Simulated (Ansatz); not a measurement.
C₇H₈O, quintet, geometry from GFN2-xTB of the parent state (a higher spin typed on purpose: for a closed-shell molecule this is an excited state); MP2/6-31G in Ansatz (a first-principles code).

Here is a job for Ansatz.
Ansatz 0.2 input:
```yaml
crystal:
  periodic: [false, false, false]
  atoms:
    - {symbol: C, position_ang: [-2.76564113, 0.24474505, -0.12444023]}
    - {symbol: O, position_ang: [-1.68690838, -0.46492555, -0.68070261]}
    - {symbol: C, position_ang: [-0.42665754, -0.18687962, -0.24039320]}
    - {symbol: C, position_ang: [0.59851766, -0.92608697, -0.83281670]}
    - {symbol: C, position_ang: [1.91010832, -0.72287747, -0.45941363]}
    - {symbol: C, position_ang: [2.22421125, 0.21857305, 0.50911986]}
    - {symbol: C, position_ang: [1.21089744, 0.95130888, 1.09673826]}
    - {symbol: C, position_ang: [-0.11137104, 0.75662985, 0.73032410]}
    - {symbol: H, position_ang: [-3.65698679, -0.13812627, -0.61922429]}
    - {symbol: H, position_ang: [-2.84912455, 0.07153434, 0.95364028]}
    - {symbol: H, position_ang: [-2.68159491, 1.31998645, -0.31423270]}
    - {symbol: H, position_ang: [0.33508288, -1.65380074, -1.58419238]}
    - {symbol: H, position_ang: [2.69350327, -1.30170750, -0.92586391]}
    - {symbol: H, position_ang: [3.25103115, 0.37758850, 0.80137780]}
    - {symbol: H, position_ang: [1.44370153, 1.68750866, 1.85242260]}
    - {symbol: H, position_ang: [-0.88073533, 1.34394427, 1.20698272]}
basis:
  gaussian:
    orbitals: 6-31G
magnetization: {spin_polarized: true, initial_magnetization: 4}
correlation: {method: mp2}
```

It wrote (shortened):

```
Functional definition: HF
1220 factors; integrals over basis functions are off by at most 2.4e-4 eV
mean field evaluation 1: about -9361.2493 eV, gradient 2.2e1 eV
mean field evaluation 2: about -9361.2640 eV, gradient 2.2e1 eV
mean field evaluation 4: about -9364.6786 eV, gradient 3.4e0 eV
mean field evaluation 8: about -9364.8221 eV, gradient 2.8e-1 eV
mean field evaluation 16: about -9364.8775 eV, gradient 3.1e-1 eV
mean field evaluation 32: about -9364.8668 eV, gradient 5.9e-1 eV
mean field evaluation 64: about -9364.8603 eV, gradient 5.5e-1 eV
mean field evaluation 96: about -9364.8662 eV, gradient 6.0e-2 eV
mean field -9364.89294356 eV, -344.1534679235 hartree, gradient 2.0e-6 eV, S^2 6.032056; 10 other end points of the search recorded, 0 dependent functions left out
8 core orbitals not correlated
reference -9364.89294356 eV, -344.1534679235 hartree; 23, 19 occupied and 57, 61 virtual orbitals, 1220 factors
second order -17.73154184 eV of doubles, -0.00000000 eV of singles
Total energy: -9382.62448540 eV, -344.8050900673 hartree
```
